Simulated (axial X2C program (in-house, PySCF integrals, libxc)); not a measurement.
Which molecule has these constants?

Computed with an in-house relativistic program for diatomic molecules, spin-free (one-electron X2C) or two-component (2c: spin–orbit coupling with atomic mean-field Coulomb and Gaunt terms, which also bring small scalar terms), in Dyall basis sets with cores contracted in-house; open shells are unrestricted.

A two-component PBE0 calculation in a Dyall 3-zeta basis gave Re = 2.923 Å, ωe = 159.5 cm⁻¹, De = 0.17 eV, dipole magnitude 0.48 D, Ω = 1/2.

Question: Which molecule is it?
A. LiRe
B. LiPb
C. LiCs
D. LiOs
E. LiHg

Answer: E. The others have LiRe 2.462 Å and 403.9 cm⁻¹ (Ω = 3); LiPb 2.805 Å and 276.7 cm⁻¹ (Ω = 1/2); LiCs 3.735 Å and 179.4 cm⁻¹ (Ω = 0); LiOs 2.347 Å and 443.0 cm⁻¹ (Ω = 3/2).

Each entry is the lowest single determinant of a limited PBE0 search at one distance. De goes to single-determinant-based atoms at the same level (for ions the charge split of lowest energy) and is withheld (n/a) where an atom does not fit its ground term or J level. Main or longest-lived isotopes. One determinant is a doubtful description, or other states lie close, for LiRe, LiPb, LiOs; these need not be ground states, and all values refer to the states named. Some open-shell Ω = 0 determinants are out of reach, so the Ω given for LiRe need not be the lowest component. With several unpaired electrons the Ω given is that of one determinant, not necessarily of the lowest component. The functionals have no current term, which raises determinants with orbital currents. Where the atoms have a lower orbital projection than the molecule, De at mean-field level may be about a tenth of an eV too small.
